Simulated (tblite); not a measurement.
Start geometry of `C=CN([SiH3])C(C)C` from a force field or distance geometry (Å):
```
atom  x, y, z in Å
C1    -1.3780    1.9594   -0.6982
C2    -1.0096    1.1716    0.2536
N3    -0.5759   -0.1870    0.0788
Si4   -1.8239   -1.4532   -0.2369
C5     0.8263   -0.5726    0.1286
C6     1.4104   -0.2316    1.4670
C7     1.6768    0.0815   -0.9250
H8    -1.6785    2.9858   -0.4039
H9    -1.4193    1.6690   -1.7525
H10   -1.0044    1.5483    1.3019
H11   -2.0425   -1.6729   -1.6649
H12   -1.3760   -2.7432    0.3209
H13   -3.1143   -1.1259    0.3973
H14    0.8767   -1.6781   -0.0495
H15    1.5901    0.8832    1.4856
H16    2.4205   -0.7054    1.5139
H17    0.7850   -0.5194    2.3321
H18    1.5787    1.1744   -0.9859
H19    1.5158   -0.4005   -1.9102
H20    2.7368   -0.1729   -0.6557
```

Task: What comes out of this run: GFN2-xTB geometry optimisation, gas phase in tblite 0.8.0?

Result: 
```
atom  x, y, z in Å
C1    -1.857    1.800   -0.452
C2    -0.712    1.203   -0.143
N3    -0.477   -0.156   -0.113
Si4   -1.736   -1.296   -0.463
C5     0.878   -0.580    0.211
C6     1.281   -0.162    1.627
C7     1.889   -0.088   -0.828
H8    -1.932    2.872   -0.440
H9    -2.742    1.255   -0.724
H10    0.139    1.817    0.118
H11   -2.209   -1.131   -1.842
H12   -1.127   -2.614   -0.294
H13   -2.842   -1.128    0.483
H14    0.875   -1.674    0.178
H15    1.374    0.918    1.713
H16    2.238   -0.609    1.886
H17    0.533   -0.502    2.339
H18    1.997    0.993   -0.797
H19    1.562   -0.372   -1.825
H20    2.862   -0.535   -0.637
```

The energy falls by 72.8 kJ/mol over 156 L-BFGS steps, the largest force on an atom goes from 3.15 to 0.010 eV/Å, and the atoms move by 0.646 Å rms after alignment. The bond that changes most is N3–Si4 (silicon-bound nitrogen to SiH3 silicon), which shortens by 0.072 Å. Bonds longer at the end by more than 0.005 Å: 4 of 19; shorter: 14. Among the angles that change most is C2–N3–C5, from 122.5° to 116.8°. Among the dihedrals that turn most is C1–C2–N3–C5, from 103° to 178°. Rotational constants go from 2341, 1704, 1284 to 2630, 1614, 1294 MHz. The orientation of the end geometry is arbitrary; only internal coordinates are fixed.

On one thread of an Intel Xeon 6975P-C, shared host with 192 logical CPUs at a one-minute load of 64, this took 0.89 s wall.

Its GFN2-xTB frequencies are all real (lowest 43 cm⁻¹). One conformer, not necessarily the lowest. 3 starts were optimised and ended at 0.00, 0.01 and 0.17 kcal/mol (GFN2-xTB); the lowest of these is shown.

The numbers are calculated, not measured.
